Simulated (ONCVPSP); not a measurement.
## manganese (Mn), ONCV: configuration errors across variants

| Quantity | Value |
| --- | --- |
| Element | manganese (Mn) |
| Generator | ONCVPSP 4.0.1 |
| Type | optimised norm-conserving Vanderbilt (ONCV) |
| Functional | PBE |
| Relativity | scalar-relativistic |
| Frozen core | [Ne] |
| Valence charge | 15 |
| Reference configuration | 3s2 3p6 3d5 4s1.5 (charge +0.5) |
| Partial waves | 3s+4s: rc 1.25 bohr, ncon 5, nbas 10, qcut 10.1 1/bohr, 2 projectors; 3p: rc 1.35 bohr, ncon 4, nbas 7, qcut 10.4 1/bohr, 2 projectors, debl 1.5 Ha; 3d: rc 1.65 bohr, ncon 4, nbas 9, qcut 7.5 1/bohr, 2 projectors, debl 1 Ha |
| Local potential | polynomial inside 1.05 bohr (lpopt 5, dvloc0 0 Ha) |
| Core correction | Teter function, fcfact 5, rcfact 1.75 |

In the p channel the program set the typed energies aside and used -2.151, 0.250 Ha.

All-electron excitation energies from the reference (eV): (1) 3s2 3p6 3d5 4s2 -3.361; (2) 3s2 3p6 3d5 4s1 5.056; (3) 3s2 3p6 3d5 4s0 20.654; (4) 3s2 3p6 3d4 4s2 4p1 4.440.

1 further variants failed, have other tests or another functional or relativity, and are left out.

Errors AE − PS in meV (a dash: test not solved or not reliable):

| change | (1) | (2) | (3) | (4) | bound ghosts | GHOST(+) flags above zero |
| --- | --- | --- | --- | --- | --- | --- |
| base | +0.7 | +0.2 | +3.6 | +117 | none | none |
| s: qcut 10.9; p: qcut 11.2; d: qcut 8.1 | +0.6 | +0.1 | +3.4 | +100 | none | none |
| p: rc 1.66 | +0.7 | +0.2 | +3.5 | +116 | none | none |
| d: qcut 10 | +0.5 | 0.0 | +2.0 | +65 | none | none |

(1) Give the same row for: local potential polynomial inside 1.20 bohr (lpopt 5, dvloc0 0 Ha).

## Answers

(1) +0.7, +0.1, +3.5, +117; bound ghosts: none; GHOST(+) flags above zero: none.
